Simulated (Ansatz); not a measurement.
Consider the ligand exchange at the Si–C bond: `NC(S)C[SiH3]` + `CCB(O)O` → `CCB(O)O[SiH3]` + `CC(N)S`.

Computed with Ansatz on PBE0-D4/def2-TZVP structures; ΔE is electronic, products minus reactants. CCSD(T)/CBS is the MP2 limit (def2-TZVPP, def2-QZVPP) plus CCSD(T) − MP2 in def2-TZVPP, frozen cores. DFT in def2-TZVPP. Each species was taken in one conformer, which may not be the lowest.

`NC(S)C[SiH3]`:

Z-matrix (Å, degrees):
```
C
S 1 1.820
C 1 1.529 2 107.3
N 1 1.446 2 109.4 3 -126.9
H 1 1.094 2 107.4 3 116.8
H 2 1.342 1 95.6 3 180.0
Si 3 1.888 1 115.6 2 60.7
H 3 1.096 1 109.7 2 -63.3
H 3 1.096 1 108.0 2 -178.9
H 4 1.015 1 110.2 2 -178.5
H 4 1.014 1 110.1 2 62.5
H 7 1.484 3 112.0 1 -77.9
H 7 1.488 3 109.5 1 43.6
H 7 1.489 3 108.9 1 162.1
```

`CCB(O)O`:

Cartesian coordinates in Å:
```
C -0.458 1.458 0.083
C 0.149 0.230 0.750
B 0.298 -1.044 -0.164
O -0.090 -1.090 -1.477
O 0.842 -2.175 0.368
H -0.533 2.303 0.771
H 0.143 1.795 -0.768
H -1.471 1.260 -0.283
H -0.441 -0.056 1.628
H 1.140 0.469 1.153
H -0.464 -0.262 -1.786
H 0.885 -2.889 -0.274
```

`CCB(O)O[SiH3]`:

Cartesian coordinates in Å:
```
C 1.987 -0.201 -1.192
C 0.928 -0.018 -0.114
B -0.565 -0.098 -0.600
O -0.841 -0.316 -1.914
O -1.626 0.047 0.262
Si -1.719 0.313 1.884
H 1.890 0.557 -1.972
H 1.888 -1.173 -1.680
H 2.998 -0.133 -0.782
H 1.065 -0.763 0.683
H 1.067 0.947 0.394
H -1.787 -0.343 -2.080
H -1.061 -0.788 2.634
H -3.157 0.367 2.236
H -1.067 1.600 2.241
```

`CC(N)S`:

```xyz
11

C     0.210    0.199    1.042
C    -0.229    0.237   -0.410
N     0.774   -0.152   -1.376
S    -1.638   -0.887   -0.727
H    -0.579    0.541    1.716
H     0.491   -0.818    1.329
H     1.077    0.852    1.181
H    -0.551    1.249   -0.670
H     1.183   -1.045   -1.124
H     1.515    0.537   -1.417
H    -2.251   -0.713    0.455
```

| level | ΔE (kcal/mol) |
| --- | --- |
| r2SCAN-D4 | -21.2 |
| ωB97M-V | -21.2 |
| PBE | -18.6 |
| CCSD/def2-TZVPP | -22.6 |

What does CCSD(T)/CBS give? (Estimate.)

The calculation gave: -21.9 kcal/mol. The listed levels differ from it by 0.7, 0.7, 3.3, -0.7 kcal/mol.

Largest T1 diagnostic among the species: 0.012.

The D4 term adds +0.8 kcal/mol with B3LYP and +0.4 kcal/mol with PBE0; it sums over pairs of atoms, weighted by their polarisabilities, and B3LYP, whose exchange is more repulsive, gets the larger term. In def2-TZVPP, CCSD(T) changes the Hartree–Fock value by +6.3 kcal/mol (the triples alone add +0.9 kcal/mol) and MP2 by +6.4 kcal/mol.

B3LYP here is the variant with VWN-RPA as its local correlation; programs differ in this.
